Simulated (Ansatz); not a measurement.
`[F][Ge]([F])([Cl])[Cl]` + H₂ → `[F][GeH]([F])[Cl]` + HCl at 600 K and 1 bar (hydrogenolysis of a Ge–Cl bond).

Gas-phase electronic energies from Ansatz, PBE0-D4/def2-TZVP geometries. CCSD(T)/CBS adds triple-zeta CCSD(T) − MP2 to the extrapolated MP2 energy (def2 sets, frozen cores). This one scheme is used for every species. For Ge outer-core shells are correlated without core-valence functions, which leaves a few kJ/mol of doubt a bond. Scalar relativity is left out up to krypton.

```
                 species  CCSD(T)/CBS energy (Eh)  H − E (kJ/mol)  S (J/(mol·K))
`[F][Ge]([F])([Cl])[Cl]`              -3195.41116            68.9          408.4
                      H₂                 -1.17544            43.9          150.8
     `[F][GeH]([F])[Cl]`              -2736.19042            79.1          374.4
                     HCl               -460.38127            35.4          207.2
```

H − E and S are ideal-gas, rigid-rotor, harmonic terms from PBE0-D4/def2-TZVP. The MP2-based limit puts H₂ 0.8 mEh under its directly extrapolated value; such offsets cancel only in part. 1 Eh = 2625.50 kJ/mol, R = 8.31446 J/(mol·K).

Task: By hand: ΔE, ΔH, ΔS and ΔG.

Result: ΔE = (-2736.19042) + (-460.38127) − (-3195.41116) − (-1.17544) = 0.01491 Eh = 39.1 kJ/mol. Δ(H − E) = 79.1 + 35.4 − 68.9 − 43.9 = 1.7, so ΔH = 40.8 kJ/mol. ΔS = 374.4 + 207.2 − 408.4 − 150.8 = 22.4 J/(mol·K). ΔG = 40.8 − 600 × (22.4)/1000 = 27.4 kJ/mol.

Task: By hand: the equilibrium constant, and the temperature at which ΔG would vanish if ΔH and ΔS stayed fixed.

Result: log₁₀ K = −ΔG/(RT ln 10) = -2.4. ΔG = 0 at ΔH/ΔS = 1821 K.

ΔH outweighs TΔS. A doubt of 5 kJ/mol in ΔE shifts log₁₀ K by 0.4 here. These are equilibria of isolated gas molecules and say nothing of rates. Largest T1 diagnostic: 0.012 (customary marks: 0.02 for closed shells, 0.045 for open ones).
